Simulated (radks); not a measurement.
Task: Method: scalar-relativistic Kohn-Sham, LB94 model potential, spin-polarised, spherical densities, finite nucleus; open shells are filled with parallel spins first (spin-orbit coupling, left out, can overturn this in heavy ions); Fermi nuclear charge, rms radius of each element as measured or else 0.836 A^(1/3) + 0.57 fm; computed with a radial shooting solver on a logarithmic mesh with Libxc functionals. Response by self-consistent Sternheimer equations with the Hartree and adiabatic LDA kernel, the relativistic mass of each level held fixed and spin-orbit coupling left out. For heavy and open-shell atoms this level of theory can miss by tens of per cent. Estimate the static dipole polarisabilities of B2+ ([He] 2s1) and I+ ([Kr] 4d10 5s2 5p4) and the C6 coefficients of the three pairs.

Result: alpha = 7.229 and 19.58 bohr^3; C6 = 9.217 (B2+-B2+), 36.03 (B2+-I+), 166.7 (I+-I+) hartree bohr^6.
